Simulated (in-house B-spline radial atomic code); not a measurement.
Configurations of Mg⁷⁺, with energies counted from [He] 2s2 2p1. Computed with a B-spline radial code for spherical atoms: Dirac-Hartree-Fock, average of configuration, Fermi nucleus of rms radius 3.057 fm. Energies include first-order Breit, QED and recoil terms.

```json
{"configuration": "[He] 2s2 3s1", "E - E(ref) (eV)": "150.92", "highest orbital": "3s1/2", "its <r> (bohr)": "1.435"}
{"configuration": "[He] 2s2 4s1", "E - E(ref) (eV)": "204.27", "highest orbital": "4s1/2", "its <r> (bohr)": "2.661"}
{"configuration": "[He] 2s2 4p1", "E - E(ref) (eV)": "207.55", "highest orbital": "4p3/2", "its <r> (bohr)": "2.683"}
{"configuration": "[He] 2s1 2p1 4f1", "E - E(ref) (eV)": "229.71", "highest orbital": "4f7/2", "its <r> (bohr)": "2.242"}
{"configuration": "[He] 2s2 5d1", "E - E(ref) (eV)": "230.36", "highest orbital": "5d5/2", "its <r> (bohr)": "4.224"}
{"configuration": "[He] 2s2 5g1", "E - E(ref) (eV)": "231.01", "highest orbital": "5g9/2", "its <r> (bohr)": "3.437"}
{"configuration": "[He] 2s2 6s1", "E - E(ref) (eV)": "239.64", "highest orbital": "6s1/2", "its <r> (bohr)": "6.237"}
{"configuration": "[He] 2s2 6f1", "E - E(ref) (eV)": "241.61", "highest orbital": "6f7/2", "its <r> (bohr)": "5.984"}
{"configuration": "[He] 2s1 2p1 5f1", "E - E(ref) (eV)": "249.33", "highest orbital": "5f7/2", "its <r> (bohr)": "3.926"}
{"configuration": "[He] 2s1 2p1 6f1", "E - E(ref) (eV)": "259.99", "highest orbital": "6f7/2", "its <r> (bohr)": "5.986"}
{"configuration": "[He] 2s1 2p1 6g1", "E - E(ref) (eV)": "260.03", "highest orbital": "6g9/2", "its <r> (bohr)": "5.499"}
```

Question: Order these further configurations by energy, lowest first.
A. [He] 2s1 2p1 4d1
B. [He] 2s1 2p2
C. [He] 2s1 2p1 6d1
D. [He] 2s2 3d1
E. [He] 2s2 6d1

Answer: B (24.316 eV), D (166.17 eV), A (228.64 eV), E (241.28 eV), C (259.69 eV).

Question: How far above the reference does [He] 2s2 5p1 lie?

Answer: 229.09 eV; its least bound orbital is 5p3/2 with <r> = 4.322 bohr.

Question: How far above the reference does [He] 2s2 6p1 lie?

Answer: 240.56 eV; its least bound orbital is 6p3/2 with <r> = 6.336 bohr.

Question: How far above the reference does [He] 2s1 2p1 5g1 lie?

Answer: 249.39 eV; its least bound orbital is 5g9/2 with <r> = 3.437 bohr.

Question: One of these lies 248.8 eV from the reference. Which?
A. [He] 2s2 5s1
B. [He] 2s2 4d1
C. [He] 2s1 2p1 5d1

Answer: C.
